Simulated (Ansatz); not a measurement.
Basis-set series for C$_{10}$H$_{19}$NO$_{2}$Zr (`C[O][Zr]1234([O]C)([N](C)C)[C@@H]5[C@H]1[C@H]2[C@@]3(C)[C@@H]54`). Total charge 0; spin multiplicity 1. Zr: def2 effective core potential. The geometry is a stationary point of PBE0-D4/def2-TZVP. It is one conformer, not always the lowest.

```
functional       basis  functions  energy (Eh)  HOMO (eV)  LUMO (eV)
   PBE0-D4    def2-SVP        308   -643.80433      -5.58       0.09
   PBE0-D4  def2-QZVPP       1392   -644.50774      -5.67      -0.08
   ωB97M-V    def2-SVP        308   -644.12195      -7.76       1.78
   ωB97M-V  def2-QZVPP       1392   -644.85338      -7.84       0.73
```

(1) Give the rows for def2-TZVPP. (An estimate is asked.)

Answers

(1) Computed: 
| functional | basis | functions | energy (Eh) | HOMO (eV) | LUMO (eV) |
| --- | --- | --- | --- | --- | --- |
| PBE0-D4 | def2-TZVPP | 725 | -644.47191 | -5.66 | -0.04 |
| ωB97M-V | def2-TZVPP | 725 | -644.81905 | -7.83 | 1.29 |

Positive LUMOs are unbound and depend on the basis.
